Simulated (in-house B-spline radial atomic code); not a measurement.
Checks on a self-consistent run for the gadolinium ion Gd⁺, [He] 2s2 (2p1/2)1 (2p3/2)4 3s2 3p6 3d10 4s2 4p6 4d10 4f7 5s2 5p6 5d1 6s2. Computed with an all-electron radial atomic-structure program (B-spline basis): Dirac-Hartree-Fock, average of the jj configuration, Fermi nucleus of rms radius 5.1569 fm.

```tsv
orbital	q	ε (Eh)	<1/r>	<r²>	small-component weight
1s1/2	2	-1868.85328	71.6822	0.000653578	0.056905
2s1/2	2	-317.14767	17.2054	0.0100987	0.01271
2p1/2	1	-302.73518	17.0931	0.00743066	0.012645
2p3/2	4	-276.15910	15.1765	0.00852981	0.011826
3s1/2	2	-73.36694	6.33513	0.0662683	0.0041068
3p1/2	2	-66.27774	6.2842	0.0616555	0.0040929
3p3/2	4	-60.94895	5.74393	0.0682465	0.0037899
3d3/2	4	-48.93472	5.6179	0.0541215	0.0036608
3d5/2	6	-47.87320	5.50397	0.0557763	0.0036033
4s1/2	2	-16.16822	2.63327	0.334542	0.0012883
4p1/2	2	-13.29997	2.53373	0.351421	0.0012208
4p3/2	4	-12.08465	2.36827	0.385167	0.0011324
4d3/2	4	-7.27919	2.15339	0.437325	0.00096657
4d5/2	6	-7.06994	2.11458	0.449844	0.00094501
4f5/2	3	-1.43517	1.66357	0.721622	0.00061883
4f7/2	4	-1.40169	1.64728	0.736987	0.00060941
5s1/2	2	-2.76814	1.01068	1.91895	0.00027109
5p1/2	2	-1.84497	0.906486	2.36706	0.00022425
5p3/2	4	-1.66194	0.849871	2.63478	0.00020138
5d3/2	0.4	-0.59499	0.589289	5.54093	9.9545e-05
5d5/2	0.6	-0.58449	0.577738	5.73069	9.5864e-05
6s1/2	2	-0.45391	0.349568	14.2981	3.6488e-05
```

Electron-electron repulsion V_ee = 3989.9055 hartree.

What total energy follows from the eigenvalues?

The eigenvalues count the repulsion twice, so E = Σqε - V_ee = -6991.531 - 3989.905 = -10981.436 hartree; the run printed -10981.436.

Does the Dirac virial theorem hold?

For a point nucleus E = -2c²Σq·w, with w the small-component weight. Here Σq·w = 0.29235 and c = 137.0360, so the ratio E/(-2c²Σq·w) is 1.000138; the finite nucleus accounts for the departure from 1.

What diamagnetic shielding (Lamb formula) and susceptibility (Langevin formula) do the radii give?

σ = (α²/3)Σq<1/r> = 420.487/(3·137.036²) = 7463.8 ppm, and χ = -0.79199×10⁻⁶·Σq<r²> = -53.05×10⁻⁶ cm³/mol with Σq<r²> = 66.979 bohr². Both are non-relativistic formulas without the paramagnetism of open shells; for so heavy an element the full relativistic shielding is larger by tens of per cent.
